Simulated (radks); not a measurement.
Values are calculated unless marked as measured or tabulated.
Dipole-allowed excitations along the series with 4 electrons in [He] 2s2. Code: a radial shooting solver on a logarithmic mesh with Libxc functionals. Model: non-relativistic Kohn-Sham, LB94 model potential, spin-polarised, spherical densities, point nucleus. Time-dependent linear response with the Hartree and adiabatic LDA kernel, continuum included through the Sternheimer equations. Lines are the poles of the dipole polarisability below minus the highest occupied eigenvalue, found on a grid refined at the orbital gaps; the lowest seven at most are given, and weak or close lines can be missed. The first line takes the name of the lowest orbital gap if no other gap lies below it; otherwise a line is named after a gap within 0.6 % of it, if that gap stands alone.

Be: -e(HOMO) (eV) 8.721; lowest orbital gap (eV) 2s-2p 3.307; first line (eV) 4.753 (2s-2p); f 1.26; strongest line (eV) the first; its f 1.26; static alpha (bohr^3) 42.88; measured (eV) 2s-2p 5.277
B+: -e(HOMO) (eV) 24.064; lowest orbital gap (eV) 2s-2p 5.475; first line (eV) 7.976 (2s-2p); f 0.851; strongest line (eV) the first; its f 0.851; static alpha (bohr^3) 10.93; measured (eV) 2s-2p 9.100
C2+: -e(HOMO) (eV) 46.305; lowest orbital gap (eV) 2s-2p 7.587; first line (eV) 10.969 (2s-2p); f 0.634; strongest line (eV) the first; its f 0.634; static alpha (bohr^3) 4.357
N3+: -e(HOMO) (eV) 75.384; lowest orbital gap (eV) 2s-2p 9.674; first line (eV) 13.890 (2s-2p); f 0.507; strongest line (eV) the first; its f 0.507; static alpha (bohr^3) 2.168
O4+: -e(HOMO) (eV) 111.28; lowest orbital gap (eV) 2s-2p 11.746; first line (eV) 16.777 (2s-2p); f 0.424; strongest line (eV) 69.470 (unassigned); its f 0.484; static alpha (bohr^3) 1.234
F5+: -e(HOMO) (eV) 153.98; lowest orbital gap (eV) 2s-2p 13.810; first line (eV) 19.647 (2s-2p); f 0.365; strongest line (eV) 94.587 (unassigned); its f 0.533; static alpha (bohr^3) 0.7683

Measured values: term averages from the NIST Handbook of Basic Atomic Spectroscopic Data.
